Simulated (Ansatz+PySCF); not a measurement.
**singlet BeH₂: levels of theory in one basis**

| atom | x (Å) | y (Å) | z (Å) |
| --- | --- | --- | --- |
| H | 0.0000 | 0.0000 | -1.2320 |
| Be | 0.0000 | 0.0000 | 0.0000 |
| H | 0.0000 | 0.0000 | 1.2320 |

Basis set: def2-SVP (spherical functions). All electrons are correlated. Charge 0, multiplicity 1.

Computed with Ansatz (development build ahead of 0.2.0); each method stands on the lowest determinant of its kind that the runs found. NEVPT2 correlates all electrons. Active spaces start from the frontier orbitals, and the lowest solution found is given.

| method | E − E(RHF) (eV) | <S²> of the determinant |
| --- | --- | --- |
| RHF | 0.00 | 0.00 |
| RHF-CCSD | -1.61 | – |
| RHF-CCSD(T) | -1.62 | – |
| CASSCF(4,6) | -0.97 | – |
| SC-NEVPT2(4,6) | -1.39 | – |

What does RHF-MP2 give on the same scale?

-1.23 eV.

Is a single determinant a sound starting point here?

By this sign, yes. Unrestricted orbitals gain 0.00 eV and <S²> is 0.00 against 0.00 for a pure state. The CASSCF(4,6) natural occupations are 1.98, 1.97, 0.02, 0.01, 0.01, 0.01.

Caution for CASSCF(4,6): other starts end on other solutions of this active space.
